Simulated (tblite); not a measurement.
Species: C5H7BBr2Si.
Geometry (GFN2-xTB, Å), atoms numbered from 1 in this order:
```xyz
16
C5H7BBr2Si angstrom
C      0.185   -2.071    1.777
C     -0.192   -1.185    0.829
B     -1.536   -1.306    0.079
Si    -2.037   -0.004   -1.279
Br    -2.109    2.098   -0.461
Br    -0.538    0.095   -2.961
C      0.669   -0.102    0.504
C      1.331    0.844    0.162
C      2.119    1.977   -0.250
H      1.126   -1.983    2.298
H     -0.445   -2.902    2.045
H     -2.248   -2.199    0.343
H     -3.292   -0.057   -2.025
H      1.590    2.527   -1.028
H      3.078    1.640   -0.643
H      2.292    2.638    0.598
```

Method: GFN2-xTB as coded in tblite; computed harmonic values from a numerical Hessian at the method's own geometry, unscaled. Errors from tens to a few hundred cm⁻¹ against measured bands are possible. Modes of hydrogen on boron and silicon can be 10 to 20 % off. One conformer, not necessarily the lowest. The optimisation stopped once no atom felt more than 0.01 eV/Å.

Lowest wavenumbers of the output (negative numbers stand for imaginary wavenumbers):
```
mode    cm-1
  1     -66.2
  2      20.0
  3      35.5
  4      49.9
  5      79.7
  6     102.6
  7     107.7
  8     149.1
  9     205.9
 10     274.8
```

**Question.** Is this structure a minimum?

**Answer.** No. 1 mode is imaginary beyond 20i (66i cm⁻¹), so at this level the point lies at or near a first-order saddle.

**Question.** Which atoms move in the imaginary mode?

**Answer.** 66i: H14 (methyl hydrogen) 36 %, H15 (methyl hydrogen) 31 %, H16 (methyl hydrogen) 31 %. These are shares of the mass-weighted motion.

**Question.** What is the remedy?

**Answer.** Step along that mode in both directions, optimise again with tighter thresholds and repeat the frequencies. The zero-point energy of this point (63.6 kcal/mol) counts the 41 real modes alone, and thermal corrections from it aren't those of a minimum.

Hardware: one thread of an Arm Neoverse V2, no GPU, shared host with 192 logical CPUs at a one-minute load of 35. Cost: 0.74 s of wall time. The figure is for the frequency step alone.
